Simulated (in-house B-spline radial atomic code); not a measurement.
# Two electrons outside the bare core: the fluorine ion F⁷⁺

Computed with a B-spline radial code for spherical atoms: configuration interaction (CI) of the two electrons, alone and with Breit and QED terms (there is no core, so MBPT adds nothing); no-pair Dirac Hamiltonian, finite nucleus. Labels give the configuration (outer n counted up each series) and the leading LS term, or the jj pair where no LS term holds 70 %.

Command:
```bash
python run_mb.py task.json out
```
Settings (nuclear radius in fm, box in bohr, cutoff in hartree):
```
basis_form          3
Z                   9
core_configuration  
rms_radius          2.8976
mass_number         19
speed_of_light      137.036
box_radius          10.0
lmax                6
intervals           64
virtual_cutoff      300.0
```

Run time, properties included: 37 s on 1 thread of Intel(R) Xeon(R) Platinum 8488C, with other jobs on the host.

Excitation energies (eV):

```tsv
level	purity of the LS term	CI alone	CI + MBPT + Breit + QED	Landé g of the LS mixture
1s2 1S0	1.0	0	0	-
1s2s 3S1	1.0	723.01	722.67	2.00
1s2p 3P°0	1.0	?	?	?
1s2p 3P°1	1.0	731.64	731.32	1.50
1s2p 3P°2	1.0	731.79	731.44	1.50
1s2s 1S0	1.0	732.03	731.75	-
1s2p 1P°1	1.0	737.93	737.57	1.00
1s3s 3S1	1.0	853.62	853.27	2.00
1s3p 3P°0	1.0	855.95	855.63	-
1s3p 3P°1	1.0	855.97	855.63	1.50
1s3p 3P°2	1.0	856.01	855.66	1.50
1s3s 1S0	1.0	856	855.67	-
1s3d 3D1	1.0	857.26	856.91	0.50
1s3d 3D2	0.971	?	?	?
1s3d 3D3	1.0	857.28	856.93	1.33
1s3d 1D2	0.971	857.34	856.98	1.00
1s3p 1P°1	1.0	857.71	857.36	1.00
1s4s 3S1	1.0	898.14	897.79	2.00
1s4p 3P°0	1.0	899.09	898.75	-
1s4p 3P°1	1.0	899.1	898.75	1.50
```

Task: Where does 1s3d 3D2 lie?

Result: 857.27 eV in CI alone and 856.92 eV with all corrections; g = 1.16.

Task: Where does 1s2p 3P°0 lie?

Result: 731.58 eV in CI alone and 731.31 eV with all corrections.

Task: What is the first ionisation energy?

Result: 953.75 eV to the 1s1/2 state of the next ion (954.1 eV from CI alone). NIST lists 953.8983 ± 0.0003 eV (tabulated theory).

Some electric-dipole lines (reduced elements in atomic units, length form; vacuum wavelengths from the computed energies):

| upper | lower | D bare (size) | D with core polarisation (size) | λ (nm) | A (s⁻¹) |
| --- | --- | --- | --- | --- | --- |
| 1s2p 3P°1 | 1s2s 3S1 | 0.631 | 0.631 | 143.28 | 9.1e+07 |
| 1s2p 3P°2 | 1s2s 3S1 | 0.815 | 0.815 | 141.38 | 9.5e+07 |
| 1s2p 1P°1 | 1s2s 3S1 | 0.0117 | 0.0117 | 83.199 | 1.6e+05 |
| 1s3p 3P°0 | 1s2s 3S1 | 0.191 | 0.191 | 9.3251 | 9.1e+10 |
| 1s3p 3P°1 | 1s2s 3S1 | 0.331 | 0.331 | 9.3249 | 9.1e+10 |
| 1s3p 3P°2 | 1s2s 3S1 | 0.426 | 0.426 | 9.3226 | 9.1e+10 |
| 1s3p 1P°1 | 1s2s 3S1 | 0.00598 | 0.00598 | 9.2051 | 3.1e+07 |
| 1s4p 3P°0 | 1s2s 3S1 | 0.0837 | 0.0837 | 7.0412 | 4.1e+10 |
| 1s4p 3P°1 | 1s2s 3S1 | 0.145 | 0.145 | 7.0412 | 4.1e+10 |

Weak lines are less accurate than strong ones.
